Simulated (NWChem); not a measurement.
# Correlation energy of hydrogen bromide (HBr)

```xyz
2

Br     0.0000     0.0000     0.0395
H      0.0000     0.0000    -1.3829
```
Charge 0, spin multiplicity 1.

Program: NWChem. The geometry was optimised at PBE0/def2-SVP, a minimum by its harmonic frequencies.

Basis set: def2-SVP. Each correlation energy counts from its own Hartree-Fock reference.

The Hamiltonian is non-relativistic. The correlated methods keep 9 core orbitals frozen. Coupled-cluster values serve here as a point of comparison, not as the truth.

```
method        correlation energy (mHa)
------------  ------------------------
CCSD                            -248.3
CCSD+T(CCSD)                    -252.9
CR-CCSD[T]                         [?]
CCSDT                           -252.8
CCSD(T)                         -252.7
MP2                                [?]
SCS-MP2                            [?]
CR-CCSD(T)                      -252.1
```

**Question.** What belongs in the gaps?

**Answer.** 
- CR-CCSD[T], correlation energy (mHa): -252.3
- MP2, correlation energy (mHa): -241.2
- SCS-MP2, correlation energy (mHa): -225.6
